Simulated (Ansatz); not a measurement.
Total energies of H$_{4}$SiZn.

| atom | x (Å) | y (Å) | z (Å) |
| --- | --- | --- | --- |
| Si1 | -0.0696 | 0.2222 | 0.5903 |
| Zn2 | 0.3480 | -1.1113 | -2.9519 |
| H3 | -0.2335 | 0.7428 | 1.9728 |
| H4 | -0.1506 | 1.3473 | -0.3754 |
| H5 | -1.1464 | -0.7580 | 0.2992 |
| H6 | 1.2520 | -0.4431 | 0.4650 |

The species carries charge 0 and has multiplicity 1. For Zn the d shell is correlated and the shells below it are frozen. Scalar relativity is left out up to krypton. The bonds changed during the relaxation, so this is another structure than the one it started from. Geometry: relaxed with PBE0-D4/def2-TZVP. Basis def2-TZVPP, Ansatz.

RPA on PBE orbitals: Hartree–Fock energy of these orbitals -2069.01198 Eh, correlation -0.93339 Eh (frozen core).

```csv
functional,energy without D4 (Eh),D4 term (kJ/mol)
LDA (SPW92),-2067.17119,–
PBE,-2070.85230,-9.6
BLYP,-2071.36654,-20.5
r2SCAN,-2071.22885,-2.4
B3LYP,-2071.36889,-15.5
HSE06 (plane-wave form),-2070.89231,-7.9
CAM-B3LYP,-2071.39868,-8.7
LC-ωPBE,-2070.94843,–
B2PLYP,-2070.87664,–
PBE-QIDH,-2070.56491,–
```

Give the same for revPBE, B97M-V, PBE0, r2SCANh, r2SCAN0, BHLYP, ωB97X-V, ωB97M-V. (Estimate.)

The calculation gave: 
| functional | energy without D4 (Eh) | D4 term (kJ/mol) |
| --- | --- | --- |
| revPBE | -2071.10463 | -26.3 |
| B97M-V | -2070.85200 | – |
| PBE0 | -2070.90124 | -8.3 |
| r2SCANh | -2071.21208 | -2.6 |
| r2SCAN0 | -2071.18822 | -2.9 |
| BHLYP | -2071.24254 | -12.7 |
| ωB97X-V | -2071.06036 | – |
| ωB97M-V | -2071.14498 | – |

B3LYP takes the VWN-RPA correlation (the form of Gaussian; ORCA's B3LYP/G). HSE06 is the plane-wave form, built on full-range PBE exchange. The double hybrids freeze the cores in their second-order part.

LC-ωPBE has ω = 0.4 bohr⁻¹.
